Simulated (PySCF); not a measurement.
Working with the constants of GaB

M06 constants of GaB, ³Π (triplet), unpaired electrons σ ↑, π ↑ (PySCF, scalar-relativistic core potentials, basis sets Ga aug-cc-pVDZ-PP with ECP10, B aug-cc-pVDZ; masses 68.9256 and 11.0093 u):

- ωe: 397.2 cm⁻¹
- ωexe: 2.57 cm⁻¹
- Be: 0.34319 cm⁻¹
- αe: 0.00339 cm⁻¹
- D (centrifugal): 1.02e-06 cm⁻¹
- De to Ga + B: 1.86 eV

Give the vibrational terms G(v) and spacings up to v = 6.

G(v) = ωe(v+½) − ωexe(v+½)².

```
v  G(v) (cm⁻¹)  G(v) − G(v−1)  Bv (cm⁻¹)
0        198.0                    0.3415
1        590.0          392.1     0.3381
2        976.9          386.9     0.3347
3       1358.7          381.8     0.3313
4       1735.4          376.6     0.3279
5       2106.9          371.5     0.3245
6       2473.2          366.4     0.3212
```

How well does the Morse estimate ωe²/(4ωexe) reproduce De, and what is D0?

It gives 1.90 eV, 102 % of the computed De. D0 = De − G(0) = 1.86 − 0.02 = 1.84 eV.

Spin–orbit coupling is left out. The state was picked by a PBE0 search and need not be the measured ground state.
